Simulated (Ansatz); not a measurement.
```yaml
crystal:
  periodic: [false, false, false]
  atoms:
    - {symbol: Si, position_ang: [-0.893299, 0.521960, -0.317239]}
    - {symbol: Al, position_ang: [1.178972, -0.553651, 0.605599]}
    - {symbol: Br, position_ang: [1.699087, -2.426100, 0.022090]}
    - {symbol: H, position_ang: [-1.922743, -0.437828, -0.842907]}
    - {symbol: H, position_ang: [-0.752740, 1.279991, -1.618769]}
    - {symbol: H, position_ang: [-1.495138, 1.421387, 0.685424]}
    - {symbol: H, position_ang: [2.037192, 0.282442, 1.604196]}
basis:
  gaussian: {orbitals: STO-3G}
magnetization: {spin_polarized: true, initial_magnetization: 0}
hamiltonian: {xc: {name: HF}}
correlation: {active_space: {window: {electrons: 2, orbitals: 1}}}
accuracy: high
output: {forces: true}
```

```sh
$ ansatz run in.yaml --threads 2 --pin off --events-out ev --progress --plain --max-ram 4352MiB
```

Q: How does Ansatz answer? (An estimate is asked.)

A: Ansatz gave: The input was rejected before any iteration.
```
Error: invalid value for `correlation.active_space`: it starts from restricted Hartree–Fock orbitals; set hamiltonian.xc: hf without magnetization.spin_polarized
```
